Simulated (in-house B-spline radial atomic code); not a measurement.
PBE hybrid excitations of Ga³⁺

Method: PBE hybrid with 0.7 exact exchange. Computed with a B-spline radial code for spherical atoms: linear response of the closed shell [Ar] 3d10 with the functional's adiabatic kernel; scalar-relativistic (spin-free one-electron X2C), finite nucleus, no spin-orbit coupling, no double excitations, S, P, D and F terms only. Only terms of natural parity with L up to 3 were computed.

Command:
```bash
python run_td.py task.json out
```
Settings (radii: box in bohr, nucleus in fm):
```
Z                        31
electrons                28
configuration            [Ar] 3d10
hamiltonian              x2c
method                   pbeh
box_radius               23.08
exact_exchange_fraction  0.7
rms_radius               3.9973
intervals                72
```

Run time, properties included: 2.2 s on 1 thread of Arm Neoverse N1 (shared host).

The lowest states, in the order of their Tamm-Dancoff energies; the method's threshold (minus the highest occupied level) is 62.13 eV. Labels give the largest channel, * marks a mixed state, and oscillator strengths are full-response dipole values. Semilocal kernels can invert the small singlet-triplet splittings of Rydberg terms. Energies in eV:

| state | full response | Tamm-Dancoff | oscillator strength |
| --- | --- | --- | --- |
| 3d → 4s 3D | 19.294 | 19.328 | - |
| 3d → 4s 1D | 20.008 | 20.021 | - |
| 3d → 4p 3P | 28.620 | 28.661 | - |
| 3d → 4p 3F | 29.042 | 29.073 | - |
| 3d → 4p 1F | ? | ? | - |
| 3d → 4p 1P | 30.19 | 30.26 | 0.544 |
| 3d → 4d 3S | 41.14 | 41.21 | - |
| 3d → 4d 3D | 42.01 | 42.04 | - |
| 3d → 4d 1D | ? | ? | - |
| 3d → 5s 3D | 43.18 | 43.19 | - |

Question: Where does 3d → 4d 1D lie?

Answer: At 42.44 eV in full response, 42.45 eV in Tamm-Dancoff.

Question: Where does 3d → 4p 1F lie?

Answer: At 29.451 eV in full response, 29.458 eV in Tamm-Dancoff.

Question: How large is the singlet-triplet splitting of 3d → 4s (D terms) in Tamm-Dancoff?

Answer: 0.693 eV, from the unrounded values.

Question: What polarisabilities and dispersion coefficient does the method give?

Answer: Dipole 1.28 bohr³, quadrupole 2.457 bohr⁵, C6 2.825 hartree·bohr⁶ for two such species.
